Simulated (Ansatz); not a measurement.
A structure drawn as `[SiH3][SiH]1NC[SiH2]1`, with this starting geometry:

```xyz
14

Si    0.273    1.997    0.881
Si    0.995    0.192   -0.246
N     0.028   -0.323   -1.567
C    -1.004   -1.211   -0.823
Si    0.115   -1.659    0.619
H     1.049    2.201    2.164
H     0.560    3.248    0.068
H    -1.123    1.952    1.169
H     2.424    0.161   -0.607
H    -0.329    0.407   -2.118
H    -1.389   -1.994   -1.408
H    -1.894   -0.576   -0.498
H    -0.544   -1.491    1.935
H     0.838   -2.905    0.429
```

Charge 0, multiplicity 1.

Q: Does it keep its bonds when Ansatz relaxes it at PBE-D4/def2-SVP and then PBE0-D4/def2-TZVP?

A: Yes, every drawn bond is still there and no new one forms.

Q: Give the relaxed structure. (An estimate is asked.)

A: Ansatz gave: 
Z-matrix (Å, degrees):
```
Si
Si 1 2.346
H 1 1.489 2 110.3
H 1 1.490 2 110.5 3 120.0
H 1 1.491 2 111.4 3 -119.9
N 2 1.733 1 115.6 3 55.9
Si 2 2.330 1 120.1 3 -32.7
H 2 1.497 1 107.6 3 -173.8
C 6 1.465 2 110.5 1 -115.7
H 6 1.007 2 130.8 1 59.6
H 7 1.488 2 119.6 1 0.4
H 7 1.488 2 120.1 1 -138.5
H 9 1.097 6 113.2 2 116.7
H 9 1.097 6 112.9 2 -120.4
```
No frequency check was run.

Atoms count as bonded under 1.1 times the sum of their covalent radii (H–H under 0.85 Å, pairs among N, O and F under 1.55 Å), and a drawn bond as lost past 1.3 times.
